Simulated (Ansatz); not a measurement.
Input file for Ansatz (a quantum-chemistry and plane-wave program): R-B3LYP/def2-TZVPP on silylphosphine (SMILES [SiH3]P), a point of a torsion scan.

Ansatz 0.2 input:
```yaml
crystal:
  periodic: [false, false, false]
  atoms:
    - {symbol: Si, position_ang: [-0.83423162, 0.04428942, -0.03850607]}
    - {symbol: P, position_ang: [1.38986295, -0.24154818, -0.03507225]}
    - {symbol: H, position_ang: [-1.48661871, -0.88133124, -0.96582109]}
    - {symbol: H, position_ang: [-1.16496065, 1.41717459, -0.42091847]}
    - {symbol: H, position_ang: [-1.28787196, -0.22192712, 1.32566818]}
    - {symbol: H, position_ang: [1.67260076, 0.82559021, -0.86713583]}
    - {symbol: H, position_ang: [1.42483177, -1.13987838, -1.08495694]}
basis:
  gaussian:
    orbitals: def2-TZVPP
hamiltonian:
  xc: {name: B3LYP}
scf: {lower_state_search: off}
```

It printed:

```
WARN ansatz: RAYON_NUM_THREADS=1 ignored (pool sized by the plan → 1); use --threads N
Functional definition: B3LYP
these checks for a lower state are left out or cut short: stability, starts, cluster_reference, orbital_swaps, neighbouring_geometries, increment
integrals: 0.06 GiB planned
883 factors; their error is unknown
mean field: 0.55 GiB planned
mean field evaluation 1: about -17248.5965 eV, gradient 1.6e1 eV
mean field evaluation 2: about -17249.1302 eV, gradient 1.1e1 eV
mean field evaluation 4: about -17249.4539 eV, gradient 4.4e-1 eV
mean field evaluation 8: about -17249.4632 eV, gradient 8.2e-3 eV
mean field -17249.46316407 eV, -633.9060791733 hartree, gradient 1.8e-6 eV, S^2 0.000000; 0 other end points of the search recorded, 0 dependent functions left out
reference -17249.46341042 eV, -633.9060882266 hartree; 17, 17 occupied and 137, 137 virtual orbitals, 883 factors
Total energy: -17249.46341042 eV, -633.9060882266 hartree
Checks for a lower state left out: stability, starts, cluster_reference, orbital_swaps, neighbouring_geometries, increment
```

The calculation finished and met its thresholds.

Cost: about 1.5 core-seconds (a rough figure).
